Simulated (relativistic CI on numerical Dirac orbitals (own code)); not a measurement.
**d1 to d9 in one octahedral field**

Computed with a parametric ligand-field model without spin-orbit coupling, by exact diagonalisation: B = 460, C = 1970, 10Dq = 28100 cm⁻¹ (Oh; |10Dq|/B = 61.1) for every shell. Energies in cm⁻¹; the field energy is (0.6 n_e − 0.4 n_t2) × 10Dq of the ground term; g labels are left out. So small a B with so large a field is typical of 4d and 5d ions, where spin-orbit coupling, left out here, reaches 1,000 to 4,000 cm⁻¹.

| Shell | Ground term | Electrons in e | Field energy | First spin-allowed bands | Lowest term of other spin |
| --- | --- | --- | --- | --- | --- |
| d1 | 2T2 | 0.000 | -11240 | 2E 28100 |  |
| d2 | 3T1 | 0.007 | -22278 | 3T2 26955, 3T1 32709 | 1T2 6843 |
| d3 | 4A2 | 0.000 | -33720 | 4T2 28100, 4T1 33306 | 2E 9599 |
| d4 | 3T1 | 0.012 | -44630 | 3E 26143, 3T1 26634 | 1T2 5972 |
| d5 | 2T2 | 0.023 | -55563 | 2A2 25446, 2T1 25609 | 4T1 18590 |
| d6 | 1A1 | 0.018 | -66943 | 1T1 26601, 1T2 33283 | 3T1 22467 |
| d7 | 2E | 1.011 | -50258 | 2T1 26493, 2T2 27001 | 4T1 18543 |
| d8 | 3A2 | 2.000 | -33720 | 3T2 28100, 3T1 33306 | 1E 7575 |
| d9 | 2E | 3.000 | -16860 | 2T2 28100 |  |

Low spin: d4, d5, d6, d7; the other shells keep the spin of the free ion. Only d4 to d7 can choose; the field needed to pair spins is smallest for d6 and largest for d5, which loses most exchange energy. In the strong-field picture 10Dq must exceed about 6B + 5C = 12610 (d4), 7.5B + 5C = 13300 (d5), 2.5B + 4C = 9030 (d6) and 4B + 4C = 9720 (d7); mixing of terms shifts these bounds somewhat.
